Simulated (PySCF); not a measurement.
## Correlation energy of Zr (zirconium, neutral)

[Kr] 4d4, high-spin 5D determinant (an excited configuration). Computed with PySCF 2.14 in x2c-TZVPPall with one added diffuse shell each of s, p, d, f type (9s7p7d3f1g, 95 functions), with the spin-free X2C one-electron Hamiltonian (Gaussian nucleus). Frozen: [Ar] 3d10; 12 electrons correlated.

```json
{"level": "CCSD", "correlation energy (mhartree)": "-278.94"}
{"level": "(T)", "correlation energy (mhartree)": "-9.18"}
{"level": "CCSD(T)", "correlation energy (mhartree)": "-288.12"}
```

Diagnostics: T1 = 0.0079, D1 = 0.0209, largest double amplitude 0.031.

Problem. Is a single reference adequate?

Solution. Yes, within this model without spin-orbit coupling: T1 lies below 0.03 and no double amplitude reaches 0.07.

This basis was not built for core-valence correlation, so the inner-shell part is incomplete.
